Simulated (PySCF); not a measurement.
# Structure from 2D NMR

Compound of formula C₇H₁₁NSi. Correlations simulated from computed shifts and the bond graph:

HSQC (one-bond C–H):
| δH | δC |
| --- | --- |
| 6.66 | 120.6 |
| 6.28 | 114.2 |
| 4.05 | 55.6 |
| 1.83 | 23.6 |
| 1.70 | 23.6 |

COSY cross peaks (H two or three bonds apart, from the bond graph; peaks can be absent where the dihedral angle is near 90°):
| δH | δH |
| --- | --- |
| 6.66 | 6.28 |
| 4.48 | 4.32 |
| 4.48 | 1.83 |
| 4.48 | 1.70 |
| 4.32 | 1.83 |
| 4.32 | 1.70 |
| 4.05 | 1.83 |
| 4.05 | 1.70 |
| 1.83 | 1.70 |

HMBC (two and three bonds, from the bond graph):
| δH | δC |
| --- | --- |
| 6.66 | 120.6, 114.2, 55.6 |
| 6.28 | 120.6, 114.2 |
| 4.48 | 55.6, 23.6 |
| 4.32 | 55.6, 23.6 |
| 4.05 | 120.6, 23.6 |
| 1.83 | 55.6, 23.6 |
| 1.70 | 55.6, 23.6 |

- structure optimised with PBE0-D3(BJ)/def2-SVP
- NMR shieldings at PBE0/pcSseg-1/GIAO
- code: PySCF 2.14.0 with density-fitted response routines
- equivalent nuclei averaged, no relativistic terms, a single conformation, isolated molecule

δ = σ(ref) − σ, references computed at the same level: TMS for $^{1}$H (σref 31.27), $^{13}$C (σref 184.41).

Exchangeable hydrogens are left out of these lists.

Assemble the structure.

Results:

`C1=CN(C2C[SiH2]C2)C=C1`.

Mapped SMILES: `[cH:1]1[cH:2][cH:3][n:4]([CH:5]2[CH2:6][SiH2:7][CH2:8]2)[cH:9]1`. Each H is labelled by its parent atom. Ha(C6), Ha(Si7), Ha(C8) are cis to N4 on the ring; Hb(C6), Hb(Si7), Hb(C8) are trans to N4 on the ring.

δC 120.6 is C3/C9, an aromatic CH next to a ring nitrogen (δH 6.66). δC 114.2 is C1/C2, an aromatic CH (δH 6.28). δC 55.6 is C5, an sp3 CH bonded to N (δH 4.05). δC 23.6 is C6/C8, an sp3 CH2 bonded to Si (δH 1.83, 1.70). COSY links 6.66–6.28, 4.48–4.32, 4.48–1.83, 4.48–1.70, 4.32–1.83, 4.32–1.70.

The shifts were computed for this structure.

Shifts are as computed. Against solution values, carbons near 30 ppm lie about +2 ppm off and those near 130 ppm about +5 ppm. Of 1211 compounds with measured shifts, 218 miss one by over three times the rms of a fit or turn the order of signals round; such compounds aren't used in these exercises.
